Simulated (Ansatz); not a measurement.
System: sum formula GaBr₂F, charge 0, multiplicity 1. SMILES: [F][Ga]([Br])[Br]
Geometry: optimised at B3LYP-D3(BJ)/def2-TZVP (Ansatz, an electronic-structure program).

Parts of the frozen-core correlation energy in 6-31G* (Ansatz, hartree). Frozen orbitals: 43; correlated occupied orbitals by spin: 12 and 12; virtual: 65 and 65. Spin-orbit coupling is left out. Non-relativistic.

```json
[
 {"term": "reference (HF)", "value": "-7166.78563"},
 {"term": "MP2 opposite-spin", "value": "-0.33087"},
 {"term": "MP2 same-spin", "value": "-0.12742"},
 {"term": "CCSD correlation", "value": "-0.47956"},
 {"term": "(T)", "value": "-0.01116"},
 {"term": "T1 diagnostic", "value": "0.014"},
 {"term": "largest doubles amplitude", "value": "0.037"}
]
```
